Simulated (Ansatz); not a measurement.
The cluster Pt4⁻, relaxed as a doublet with UKS r2SCAN-D4/def2-SVPD in Ansatz, starting from the GFN1-xTB geometry. Force threshold 0.02 eV/Å.

In the def2 sets Pt takes a core potential; there is no spin–orbit coupling. The charge -1 doublet is spin-contaminated (final ⟨S²⟩ up to 1.90, 0.75 for a pure state). The relaxation made no stability test and no search for a lower SCF solution. At r2SCAN-D4/def2-SVPD a quartet of charge -1 lies 0.18 eV below the doublet, each at its own geometry. The structure comes from a short search, and lower isomers may exist.

Start:

| atom | x (Å) | y (Å) | z (Å) |
| --- | --- | --- | --- |
| Pt1 | 1.3392 | 1.5350 | 0.5807 |
| Pt2 | 0.9104 | -0.6336 | -0.4244 |
| Pt3 | -0.9115 | 0.6374 | 0.4166 |
| Pt4 | -1.3381 | -1.5388 | -0.5728 |

Question: Estimate the energy that the relaxation releases and the steps that it takes.

Answer: 0.63 eV, in 7 steps; 85 s on 4 threads of Arm Neoverse V2 on a shared host. No frequencies were taken in this run, so the end may be a saddle point.

Question: Does the start keep its bonding and symmetry?

Answer: By distances, no bond broke or formed. The bond that changes most is Pt2–Pt3, from 2.38 to 2.56 Å (atoms count from 1). Point group D2h at the start, C2v at the end, both within 0.05 Å.

Question: Predict the relaxed structure.

Answer: 
```xyz
4

Pt    1.353    1.372    0.857
Pt    0.948   -0.546   -0.743
Pt   -1.019    0.826    0.165
Pt   -1.282   -1.652   -0.279
```
Bond lengths (bridged metal pairs left out): 5 × Pt–Pt 2.53 to 2.56 Å.
